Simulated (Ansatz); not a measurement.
Reaction (ligand exchange at a Ti–I bond): `[OH][Ti]([OH])([OH])[I]` + NH₃ → `[NH2][Ti]([OH])([OH])[OH]` + HI

Isolated molecules relaxed with PBE0-D4/def2-TZVP in Ansatz; ΔE leaves out vibrations. CBS: MP2 limit from def2 TZ/QZ plus the TZ coupled-cluster correction, frozen cores. This one scheme is used for every species. DFT in def2-TZVPP. def2 core potentials past Kr. For I, Ti outer-core shells are correlated without core-valence functions, which leaves a few kJ/mol of doubt a bond. Scalar relativity is left out up to krypton. One conformer a species, not always the lowest.

```
                    species  BLYP energy (Eh)
  `[OH][Ti]([OH])([OH])[I]`       -1374.95583
                        NH₃         -56.56118
`[NH2][Ti]([OH])([OH])[OH]`       -1133.23517
                         HI        -298.25099
```

(1) Work out ΔE.

Largest T1 diagnostic among the species: 0.024, so the coupled-cluster value is less sure than usual.

Results:

(1) ΔE = (-1133.23517) + (-298.25099) − (-1374.95583) − (-56.56118) = 0.03085 Eh = +81.0 kJ/mol. CCSD(T)/CBS gives +89.4 kJ/mol.

From BLYP to BHLYP (50 % exact exchange), in def2-TZVPP and without D4, ΔE moves by +3.8 kJ/mol. Leaving LDA and LC-ωPBE aside and taking each functional with its dispersion term where it has one, the values, not all of them listed here, spread over 18.8 kJ/mol, from CAM-B3LYP-D4 to PBE-QIDH. LDA lies −3.2 kJ/mol from PBE without D4.
